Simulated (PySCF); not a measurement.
## InOF + HBr → InOBr + HF

Level: PBE0 in the def2-TZVP basis family, computed in PySCF with density fitting; scalar-relativistic core potentials for atoms from Rb on, none lighter, no spin–orbit coupling; open shells unrestricted.

```csv
species,state and structure,E (Eh),ZPE (kJ/mol),H(298 K) − H(0) (kJ/mol),S° (J/(mol K))
InOF,"singlet, C∞v, In–F 1.902 Å, In–O 1.823 Å; F–In–O 180.0°",-365.07933,10.4,12.6,265.2
HBr,"singlet, C∞v, H–Br 1.421 Å",-2574.45811,16.0,8.7,198.5
InOBr,"singlet, C∞v, In–Br 2.405 Å, In–O 1.827 Å; Br–In–O 180.0°",-2839.17712,7.8,13.8,288.4
HF,"singlet, C∞v, H–F 0.920 Å",-100.39188,24.9,8.7,173.6
```

(1) What is the electronic reaction energy?

(2) Add zero-point, thermal and entropy terms for 298.15 K and 1 bar.

Results:

(1) At PBE0/def2-TZVP, ΔE = -82.9 kJ/mol from the differences of the total energies times 2625.5, downhill. 

(2) ΔZPE = 6.3 and Δ[H(298) − H(0)] = 1.2 kJ/mol give ΔH° = -75.4 kJ/mol. ΔS° = -1.7 J/(mol K), so ΔG° = -75.4 − 298.15 × (-0.0017) = -75 kJ/mol and log₁₀K = 13.1.

Only the bonding shown was studied: isomers, or loss of a ligand pair, can lie lower.
